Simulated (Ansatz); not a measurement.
Consider the redistribution: `[CH3][Ta]([OH])([OH])=[S]` + `C[N](C)[Ti]1234([CH3])([NH2])[C@@H]5[C@H]1[C@H]2[C@@]3(C)[C@@H]54` → `[NH2][Ta]([OH])([OH])=[S]` + `C[N](C)[Ti]1234([CH3])([CH3])[C@@H]5[C@H]1[C@H]2[C@@]3(C)[C@@H]54`.

Program: Ansatz. Geometries: PBE0-D4/def2-TZVP. ΔE: electronic, gas phase. CBS: MP2 limit from def2 TZ/QZ plus the TZ coupled-cluster correction, frozen cores. Functionals use def2-TZVPP. Elements past krypton have def2 core potentials. For Ta, Ti outer-core shells are correlated without core-valence functions, which leaves a few kJ/mol of doubt a bond. Scalar relativity is left out up to krypton. Each species was taken in one conformer, which may not be the lowest.

| level | ΔE (kcal/mol) |
| --- | --- |
| CAM-B3LYP-D4 | 2.6 |
| revPBE | 3.5 |

(1) What does CCSD(T)/CBS give? (Estimate.)

Largest T1 diagnostic among the species: 0.020, so the coupled-cluster value is less sure than usual.

## Answers

(1) Ansatz gave: +3.4 kcal/mol. The listed levels differ from it by -0.8, 0.1 kcal/mol.

From BLYP to BHLYP (50 % exact exchange), in def2-TZVPP and without D4, ΔE moves by −1.7 kcal/mol. In def2-TZVPP, CCSD(T) changes the Hartree–Fock value by +3.1 kcal/mol (the triples alone add +1.1 kcal/mol) and MP2 by +2.6 kcal/mol. Leaving LDA and LC-ωPBE aside and taking each functional with its dispersion term where it has one, the values, not all of them listed here, spread over 1.8 kcal/mol, from BHLYP-D4 to PBE-D4.
